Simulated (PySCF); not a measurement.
Molecule: `InChI=1S/C3H8O3S/c1-3(2)7(4,5)6/h3H,1-2H3,(H,4,5,6)`.

Atoms are numbered as in `[CH3:1][CH:2]([CH3:3])[S:4](=[O:5])(=[O:6])[OH:7]`; H(Xn) means a hydrogen on atom n.

Geometry PBE0-D3(BJ)/def2-SVP throughout; GIAO in PySCF 2.14, gas phase, one conformer, non-relativistic; equivalent atoms averaged; functional PBE0.

(1) How do the shifts δ (against TMS, CS2, H2O at the same level) depend on the basis set? (ppm; last column core-seconds on 1 thread of an Arm Neoverse V1, shared host)

(2) Which nucleus moves most, in ppm?

(3) Taking the largest basis, cc-pVTZ (326 functions), as the yardstick, rank the others by their worst heavy-atom deviation.

## Answers

(1) 
| basis set | functions | C2 | C1/C3 | S4 | O5/O6 | O7 | H(C2) | H(C1)/H(C3) | H(O7) | core-s |
| --- | --- | --- | --- | --- | --- | --- | --- | --- | --- | --- |
| STO-3G | 47 | 39.6 | 20.6 | -9.3 | 130.2 | 89.2 | 1.71 | 1.14 | 0.01 | 4.7 |
| pcSseg-0 | 83 | 67.5 | 18.6 | 371.0 | 235.7 | 192.4 | 3.17 | 1.78 | 2.46 | 8.8 |
| 6-31G | 83 | 63.3 | 16.9 | 305.4 | 196.2 | 183.4 | 2.99 | 1.53 | 2.83 | 9.6 |
| 6-31G* | 118 | 55.3 | 16.2 | 322.5 | 189.6 | 177.0 | 2.79 | 1.29 | 3.96 | 14 |
| cc-pVDZ | 142 | 61.1 | 17.2 | 312.8 | 213.1 | 192.4 | 2.65 | 1.25 | 3.42 | 29 |
| def2-SVP | 142 | 58.7 | 15.9 | 340.4 | 214.7 | 190.5 | 2.73 | 1.25 | 3.59 | 24 |
| pcSseg-1 | 166 | 61.4 | 17.1 | 344.5 | 229.9 | 206.4 | 2.80 | 1.39 | 4.24 | 20 |
| aug-cc-pVDZ | 237 | 62.1 | 16.1 | 319.7 | 205.1 | 190.8 | 3.22 | 1.46 | 4.12 | 47 |
| 6-311+G(2d,p) | 245 | 61.7 | 16.7 | 371.8 | 225.4 | 202.9 | 3.18 | 1.39 | 4.29 | 37 |
| def2-TZVP | 271 | 61.4 | 17.1 | 386.9 | 228.9 | 206.5 | 3.06 | 1.38 | 4.30 | 110 |
| cc-pVTZ | 326 | 60.3 | 16.9 | 347.9 | 221.6 | 202.3 | 3.06 | 1.40 | 4.34 | 120 |

(2) S4 (sulfonyl sulfur): from -9.3 ppm with STO-3G to 386.9 ppm with def2-TZVP. The smallest spread is 0.64 ppm, at H(C1)/H(C3). Proton shifts span only some 12 ppm, so a few tenths of a ppm matter as much there as several ppm in carbon.

(3) pcSseg-1 8.3 ppm (166 functions), def2-SVP 11.9 ppm (142 functions), pcSseg-0 23.2 ppm (83 functions), 6-311+G(2d,p) 23.9 ppm (245 functions), aug-cc-pVDZ 28.2 ppm (237 functions), 6-31G* 32.0 ppm (118 functions), cc-pVDZ 35.1 ppm (142 functions), def2-TZVP 39.1 ppm (271 functions), 6-31G 42.5 ppm (83 functions), STO-3G 357.2 ppm (47 functions).

A small basis that lands close on one nucleus may do so by chance; judge by the trend and by all nuclei.
